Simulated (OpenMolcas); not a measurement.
## Ti2+: effect of the metal basis

Ti2+ with its 6 nearest oxide ions at 2.298 Å, on the Ca site of CaO (a = 4.8105 Å, distance in the model lattice 2.405 Å). The rest of the host is ab initio model potentials to 7.6 Å and point charges beyond; the distance is set by hand and nothing relaxes.

* Program: OpenMolcas 26.06
* Method: CASSCF
* Spin-orbit coupling: RASSI with atomic mean-field integrals over the reference wave functions

Fixed: ligand basis ANO-RCC-VDZP, active space 2 electrons in 5 orbitals (3d), DKH2 Hamiltonian.

States (labels of O, the rotations of Oh). Energies in cm-1 above the lowest state or level, χT in cm3 K/mol; under a threefold ground state the first gap can be a small split of the lowest multiplet, not the spin-orbit step; 10Dq and B are least-squares fits to the states below 45000 cm-1, weighted by degeneracy, with a free offset, and given where the rms deviation is under 5 % of |10Dq| (or 100 cm-1) and under 700 cm-1.

```json
{"Run": "A", "Metal basis": "ANO-RCC-VDZP", "Ground state": "3T1", "First state of that spin": "3T2 12370", "10Dq": "14311", "B (rms of fit)": "808 (254)", "First gap with spin-orbit (degeneracies)": "2.0 (2, 3)", "χT at 300 K": "1.100", "First state of another spin": "1T2 11182", "Cost": "roughly 16 core-seconds"}
{"Run": "B", "Metal basis": "ANO-RCC-VTZP", "Ground state": "3T1", "First state of that spin": "3T2 12108", "10Dq": "14107", "B (rms of fit)": "803 (297)", "First gap with spin-orbit (degeneracies)": "2.0 (2, 3)", "χT at 300 K": "1.101", "First state of another spin": "1T2 11078", "Cost": "roughly 25 core-seconds"}
```

Against A, |10Dq| changes by -1.4 % in B.

Costs are those of the RASSCF and RASSI steps.

An orbital triplet at a regular site is open to Jahn-Teller coupling, which can distort the site and quench the lowest spin-orbit gaps and is left out. Without dynamic correlation the repulsion within the d shell is too large (B by tens of per cent), so at a given field states of lower spin stand too high. Ligand-to-metal charge-transfer states are missing. With no ligand orbital active B as a rule stays too high, so bands that hang on it stand too high and its fall with covalency is understated. With metal d orbitals alone and no dynamic correlation 10Dq can be off by a tenth to a fifth, either way, in oxide and fluoride hosts. No measured value stands beside these numbers; the geometry was set by hand and not optimised.
